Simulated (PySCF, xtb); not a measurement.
Cd(F)(Et) (C2H5CdF), SMILES C[CH2][Cd][F].

GFN2-xTB run with xtb 6.7.1 at its own geometry gives an orbital gap of 3.13 eV and a dipole moment of 5.06 D.

Geometry: B3LYP-D3(BJ)/def2-SVP. The structure was generated by enumeration; whether it is a known compound was not checked. The def2 effective core potentials stand for the cores of Cd; spin–orbit coupling is left out. The values are those of a single conformer.

Question: What does ωB97X/def2-TZVPD (PySCF) give? (Estimate from the structure and the level; the computed values follow.)

Answer: gap 11.00 eV (levels -10.07 and 0.94 eV), dipole 3.56 D.
